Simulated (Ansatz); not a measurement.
Reaction (atomization): `NC([AsH2])C=O` → As• + 2 C• + 6 H• + N• + O•

Program: Ansatz. Geometries: PBE0-D4/def2-TZVP. ΔE: electronic, gas phase. CCSD(T)/CBS is the MP2 limit (def2-TZVPP, def2-QZVPP) plus CCSD(T) − MP2 in def2-TZVPP, frozen cores. This one scheme is used for every species, atoms too. DFT in def2-TZVPP. B3LYP here is the variant with VWN-RPA as its local correlation; programs differ in this. HSE06 is defined as in plane-wave codes. Open shells (•) are unrestricted, without spin–orbit coupling. Spin–orbit coupling would lower the free atoms: a little for C, O. For As outer-core shells are correlated without core-valence functions, so the limit isn't a true one: a few kJ/mol of doubt a bond, and 10 to 20 or more in all where bonds break to atoms. Scalar relativity is left out up to krypton. Each species was taken in one conformer, which may not be the lowest.

`NC([AsH2])C=O`:

Z-matrix (Å, degrees):
```
C
As 1 2.011
C 1 1.499 2 105.8
N 1 1.435 2 113.0 3 128.9
H 1 1.098 2 102.0 3 -112.3
H 2 1.519 1 92.1 3 -170.5
H 2 1.524 1 93.2 3 -77.8
O 3 1.202 1 123.9 2 117.1
H 3 1.113 1 115.1 2 -62.2
H 4 1.014 1 109.8 2 -61.9
H 4 1.016 1 109.7 2 -177.8
```

Task: What is ΔE at CCSD(T)/CBS? (An estimate is asked.)

Result: Computed: +3943.0 kJ/mol.

Task: What do these levels give: PBE-D4, ωB97M-V, PBE, B3LYP, HSE06, HF/def2-QZVPP? (An estimate is asked.)

Result: Ansatz gave: PBE-D4 4082.2, ωB97M-V 3961.6, PBE 4058.0, B3LYP 3929.3, HSE06 3945.7, HF/def2-QZVPP 2626.9 kJ/mol.

Largest T1 diagnostic among the species: 0.013.

From BLYP to BHLYP (50 % exact exchange), in def2-TZVPP and without D4, ΔE moves by −175.6 kJ/mol: exact exchange takes away binding that semilocal exchange gives to molecules. The D4 term adds +39.2 kJ/mol with B3LYP and +20.4 kJ/mol with PBE0; it sums over pairs of atoms, weighted by their polarisabilities, and B3LYP, whose exchange is more repulsive, gets the larger term.

For atomizations the MP2-based limit and the directly extrapolated one differ by several kJ/mol either way, and by 10 to 25 for some Ge, Se and Sn compounds, so smaller differences from it don't rank the levels.
